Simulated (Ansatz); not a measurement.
Basis sets compared for Ca2O3. Charge 0, multiplicity 1. Geometry r2SCAN-D4/def2-SVP. Ansatz on 4 threads of Arm Neoverse V2 on a shared host; times are rough, and most runs start from earlier orbitals.

```xyz
5

Ca    1.491   -0.089    0.127
Ca   -1.318    0.411   -0.585
O    -0.337   -0.003    1.325
O    -0.336   -1.247    0.451
O     0.500    0.928   -1.319
```

The structure holds one bond between oxygen atoms, so isomers without such links may lie far lower. The structure comes from a short search, and lower isomers may exist.

Binding counts from free atoms (Ca singlet, O triplet) in the same basis, without a counterpoise term.

```tsv
level	functions	energy (Eh)	HOMO (eV)	LUMO (eV)	binding per atom (eV)	wall time
PBE-D4/def2-SVP	90	-1579.9418	-3.33	-1.45	3.88	0.9 s
PBE0-D4/def2-SVP	90	-1579.9980	-4.74	-0.90	3.50	1.3 s
```

(1) Estimate the rows for PBE-D4/def2-TZVP (with forces), PBE0-D4/def2-TZVP.

## Answers

(1) 
| level | functions | energy (Eh) | HOMO (eV) | LUMO (eV) | binding per atom (eV) | wall time |
| --- | --- | --- | --- | --- | --- | --- |
| PBE-D4/def2-TZVP (with forces) | 165 | -1580.3832 | -3.59 | -1.57 | 3.79 | 1.8 s |
| PBE0-D4/def2-TZVP | 165 | -1580.4365 | -4.93 | -1.03 | 3.42 | 2.5 s |
